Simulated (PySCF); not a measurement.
A side-by-side comparison of computed properties.

First species: C2H5NSi.
InChI=1S/C2H5NSi/c1-4-2-3/h4H2,1H3

Second species: Al(H2O)H3.
SMILES: `[H][Al]([H])([H])<-[OH2]`

Levels: wB97X-D/def2-SVPD for dipole moment, HOMO energy, LUMO energy, HOMO–LUMO gap, static isotropic polarisability and electronic spatial extent ⟨r²⟩ about the centre of nuclear charge; TDDFT wB97X-D/def2-SVPD for lowest singlet excitation; TDA wB97X-D/def2-SVPD for lowest triplet excitation (Tamm–Dancoff); PBE0-D3(BJ)/def2-SVP for rotational constant A and rotational constant C. Geometries: PBE0-D3(BJ)/def2-SVP. Each species is one conformer at its optimised geometry, gas phase, non-relativistic unless stated; the electronic structure was computed with PySCF and density fitting.

Problem. Which has the higher rotational constant C?

Solution. The second: 9.149 GHz against 2.831 GHz, a difference of 6.318 GHz.

Problem. Which of the two has the higher HOMO–LUMO gap, and by how much?

Solution. The first: 12.61 eV against 10.16 eV, a difference of 2.45 eV.

Problem. Which of the two has the higher rotational constant A, and by how much?

Solution. The second: 55.586 GHz against 14.379 GHz, a difference of 41.207 GHz.

Problem. Which of the two has the higher dipole moment, and by how much?

Solution. The second: 4.79 D against 4.06 D, a difference of 0.73 D.

Problem. Which of the two has the higher ⟨r²⟩, and by how much?

Solution. The first: 451 bohr² against 185 bohr², a difference of 266 bohr².

Problem. Which of the two has the higher S1 energy, and by how much?

Solution. The first: 7.04 eV against 5.93 eV, a difference of 1.11 eV.

Problem. Which has the higher T1 energy?

Solution. The first: 5.88 eV against 5.74 eV, a difference of 0.14 eV.

Problem. Which of the two has the higher LUMO energy, and by how much?

Solution. The first: 1.17 eV against 0.72 eV, a difference of 0.45 eV.

On the first: The principal polarisabilities are 46.1, 51.3 and 65.9 au; their mean is the isotropic value. S1 lies 5.57 eV below the HOMO–LUMO gap; its leading configuration is HOMO−1→LUMO, weight 0.38, beside HOMO→LUMO+1, weight 0.32.

On the second: No computed singlet falls in the visible range (750 to 380 nm, 1.65 to 3.26 eV); S1 lies 2.67 eV above its blue end. In wavenumbers S1 is 47900 cm⁻¹ (1 eV = 8065.54 cm⁻¹).
